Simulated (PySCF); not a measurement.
BBr⁺ at B97-3

Computed with B97-3; basis B def2-TZVPPD, Br def2-TZVPPD; no relativity; PySCF 2.14.

```json
{
  "state": "²Σ⁺ (doublet), unpaired electrons σ ↑",
  "bond length": "1.753 Å",
  "harmonic wavenumber": "945 cm⁻¹",
  "force constant": "5.08 mdyn/Å",
  "rotational constant Be": "0.5677 cm⁻¹",
  "anharmonicity ωexe": "5.16 cm⁻¹",
  "vibration–rotation constant αe": "0.00409 cm⁻¹",
  "well depth De to B⁺ + Br": "344 kJ/mol",
  "dissociation energy D0": "338 kJ/mol",
  "bond order (Mayer)": "1.66",
  "dipole moment (positive dipole points towards Br; it is taken about the centre of mass and depends on that origin)": "-3.19 D"
}
```

Spin–orbit coupling is left out. For an ion De counts to the pair picked by the measured ionisation energies or electron affinities, which need not be the lowest pair at this level. The state was picked by a PBE0 search and need not be the measured ground state.
